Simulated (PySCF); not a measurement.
Compound: C6H8NOP.
Numbering: `[CH3:1][CH2:2][n:3]1[cH:4][p:5][cH:6][c:7]1[CH:8]=[O:9]`

Cartesian coordinates in Å at the GFN2-xTB level; atoms count from 1:
```xyz
17
C6H8NOP angstrom
C     -2.0713    0.3094    0.1367
C     -0.9799    0.2312   -0.9276
N      0.1864   -0.4563   -0.4221
C      0.3758   -1.7709   -0.5916
P      1.8014   -2.4046    0.1586
C      2.1324   -0.7928    0.7226
C      1.1705    0.1269    0.3292
C      1.2270    1.5289    0.6615
O      0.4195    2.3882    0.3788
H     -2.3250   -0.6851    0.4988
H     -2.9609    0.7683   -0.2845
H     -1.7331    0.9161    0.9725
H     -1.3429   -0.3164   -1.8012
H     -0.6911    1.2401   -1.2277
H     -0.3406   -2.3297   -1.1697
H      2.9877   -0.5201    1.3148
H      2.1371    1.7787    1.2408
```

Probes without a nucleus sit at each ring's centroid and 1 Å off its mean plane on both sides; NICS is minus the shielding there, NICSzz its component along the normal. Level: GIAO PBE0/pcSseg-1 (PySCF, non-relativistic, gas phase) on the GFN2-xTB geometry, one conformer.

Ring bond lengths (Å), with Mayer bond orders in brackets: N3–C4 1.339 (1.30), C4–P5 1.731 (1.35), P5–C6 1.739 (1.31), C6–C7 1.388 (1.35), C7–N3 1.369 (1.04).

Task: What do the NICS probes read (ppm)?

Result: 
| ring | type | NICS(0) | NICS(1), two faces | NICS(1)zz, two faces | rms pucker (Å) | centre to ring atoms, mean (Å) |
| --- | --- | --- | --- | --- | --- | --- |
| N3–C4–P5–C6–C7 | 5-membered ring with N and P; formal bonds all aromatic | -12.0 | -11.3 / -11.3 | -26.7 / -27.4 | 0.00 | 1.28 |

Task: What do they say, and how far can they be read as aromaticity?

Result: 
- N3–C4–P5–C6–C7: mean NICS(1)zz -27.1 ppm, shielded.

Task: How equal are the bonds by HOMA? Use HOMA with the parameters of Krygowski (1993).

Result: 
- N3–C4–P5–C6–C7: HOMA 0.91; the largest term is that of P5–C6, α(R − Ropt)² = 0.20.

Task: At the second NICS(1) probe listed for ring N3–C4–P5–C6–C7, 1 Å off the ring, how large is the induced field along the normal in 9.4 T applied along it?

Result: NICSzz × B0 = -27.4 ppm × 9.4 T = -258 μT, against the applied field.

Task: Give the inner angles of the rings and the Hirshfeld charges of the ring atoms.

Result: 
- N3–C4–P5–C6–C7: N3 112.7° (+0.021 e), C4 114.9° (-0.059 e), P5 87.6° (+0.026 e), C6 113.0° (-0.127 e), C7 111.8° (+0.007 e); sum 540.0° against 540° for a flat convex ring.

Task: What are the shieldings of the ring atoms and their hydrogens in the same run (means over atoms taken as equivalent)?

Result: 
```tsv
atoms	environment	σ isotropic (ppm)	principal values of the symmetric part, first atom (ppm)
N3	pyrrole-type nitrogen	44.7	-55.2, 17.0, 172.1
C4	aromatic CH next to a ring nitrogen	19.2	-110.7, 51.4, 116.9
P5	phosphorus bonded to 2 C	197.0	19.3, 104.4, 467.3
C6	aromatic CH carbon	26.8	-99.4, 19.3, 160.5
C7	substituted aromatic carbon	43.8	-17.1, 22.8, 125.7
H15	aromatic hydrogen	23.56	20.8, 21.8, 28.1
H16	aromatic hydrogen	23.40	21.4, 22.7, 26.1
```
